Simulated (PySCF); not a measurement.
**Krypton: a sound run and one with changed settings**

Sound run: Kr⁺ [Ar] 3d10 4s2 4p5, Kr²⁺ [Ar] 3d10 4s2 4p4. Calculation: PySCF 2.14, in cc-pVDZ-DK; the spin-free X2C one-electron Hamiltonian (Gaussian nucleus). In the sound run the correlated levels freeze [Ar] 3d10. The sound run starts from symmetry-adapted Hartree-Fock orbitals and uses a fine grid where one is needed.

Changed run: initial guess sap, at most 50 SCF cycles, level shift 0.1 hartree.

```csv
species,method,sound run (hartree),changed run (hartree),converged
Kr⁺,UHF,-2787.56926,-2787.56926,yes
Kr⁺,MN15,-2791.18659,-2791.18659,yes
Kr⁺,TPSS,-2789.28562,-2789.28562,yes
Kr⁺,MP2,-2787.66295,-2787.65678,yes
Kr⁺,CCSD(T),-2787.67757,-2787.67757,yes
Kr²⁺,UHF,-2786.71225,-2786.71225,yes
Kr²⁺,MN15,-2790.29257,-2790.29257,yes
Kr²⁺,TPSS,-2788.38874,-2788.38874,yes
Kr²⁺,MP2,-2786.78563,-2786.78074,yes
Kr²⁺,CCSD(T),-2786.80160,-2786.80160,yes
```

Ionisation energy of Kr⁺:

```json
{"method": "UHF", "sound run (eV)": "23.320", "changed run (eV)": "23.320"}
{"method": "MN15", "sound run (eV)": "24.328", "changed run (eV)": "24.328"}
{"method": "TPSS", "sound run (eV)": "24.405", "changed run (eV)": "24.405"}
{"method": "MP2", "sound run (eV)": "23.873", "changed run (eV)": "23.838"}
{"method": "SCS-MP2", "sound run (eV)": "23.845", "changed run (eV)": "23.813"}
{"method": "CCSD", "sound run (eV)": "23.834", "changed run (eV)": "23.834"}
{"method": "CCSD(T)", "sound run (eV)": "23.836", "changed run (eV)": "23.836"}
```

A level shift leaves the converged SCF energy unchanged but raises the virtual orbital energies, which shrinks MP2 if it is not removed.

For comparison, NIST gives 24.360 eV between the lowest levels.
